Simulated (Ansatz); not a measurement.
Born–Oppenheimer molecular dynamics of a periodic cell of 13 atoms, Ag₁₂Cl (surface Ag(111), adsorbate Cl). It goes on from the last frame of an earlier run, with new velocities.

These are results of DFT PBE-D3(BJ), scalar-relativistic, plane waves, PAW in Ansatz 0.2.0, not measurements. Settings: accuracy low, PAW set soft_1, cutoff 420 eV, k mesh 3x3x1, fermi-dirac smearing 0.15 eV, no spin polarisation.

| Quantity | Value |
| --- | --- |
| ensemble | NVT, Nosé–Hoover chain |
| time step | 2 fs |
| steps asked | 300 |
| set temperature | 1350 K |
| thermostat | time constant 100 fs, chain length 5 |
| atoms held | 1 to 4 |
| seed | 924417 |

First frame:

```xyz
13
Lattice="5.7841 0.0000 0.0000 2.8921 5.0092 0.0000 0.0000 0.0000 17.7227" Properties=species:S:1:pos:R:3
Ag 1.446 0.835 1.000
Ag 4.338 0.835 1.000
Ag 2.892 3.340 1.000
Ag 5.784 3.340 1.000
Ag -0.353 1.338 3.640
Ag 2.829 1.658 3.521
Ag 1.202 4.158 3.377
Ag 3.921 4.037 3.603
Ag 0.075 -0.079 6.158
Ag 3.066 -0.043 5.877
Ag 1.680 2.470 5.689
Ag 4.494 2.384 5.914
Cl 4.199 0.681 8.066
```

(1) What does the run give?

(2) What happens to the structure?

(3) How do temperature and energy run in time?

## Answers

(1) The run went to its last step.

```json
{
  "steps done": "300",
  "time covered": "600 fs",
  "mean temperature over the second half": "1266 K",
  "spread of the potential energy over the second half": "16.1 meV per atom",
  "mean potential energy of the second half above the start": "42.5 meV per atom"
}
```

The conserved energy stayed within 0.081 meV per atom of its start (net change 0.041 meV per atom), so the integration is sound. A run of 0.6 ps of so small a system gives no equilibrium averages. Limits of this set-up: coarse k mesh, thin slab, slab without dipole correction, odd electron count without spin, a typed lattice constant that wasn't relaxed here, low accuracy level.

(2) Mean squared displacements from the first frame to the last: Ag 1.27 Å², Cl 36.01 Å². This is one draw of velocities; another would differ in detail.

(3) 
| time (fs) | T (K) | potential energy less start (eV) | conserved less start (meV/atom) |
| --- | --- | --- | --- |
| 0 | 1350 | 0.000 | 0.00 |
| 30 | 1581 | -0.286 | -0.02 |
| 60 | 1090 | 0.231 | 0.01 |
| 90 | 912 | 0.430 | 0.02 |
| 120 | 1356 | -0.015 | -0.02 |
| 150 | 1270 | 0.240 | 0.00 |
| 180 | 1211 | 0.568 | 0.04 |
| 210 | 2218 | -0.058 | -0.01 |
| 240 | 2334 | 0.289 | 0.01 |
| 270 | 1734 | 1.078 | 0.08 |
| 300 | 2259 | 0.381 | -0.02 |
| 330 | 1761 | 0.630 | 0.04 |
| 360 | 1459 | 0.618 | 0.01 |
| 390 | 1095 | 0.780 | 0.06 |
| 420 | 1365 | 0.287 | -0.02 |
| 450 | 979 | 0.611 | 0.03 |
| 480 | 971 | 0.582 | 0.02 |
| 510 | 1173 | 0.365 | 0.00 |
| 540 | 1315 | 0.256 | -0.01 |
| 570 | 1028 | 0.670 | 0.01 |
| 600 | 761 | 1.084 | 0.04 |

The run took 24 min on 4 threads of Arm Neoverse V2, on a shared host, peak memory 1.7 GiB.
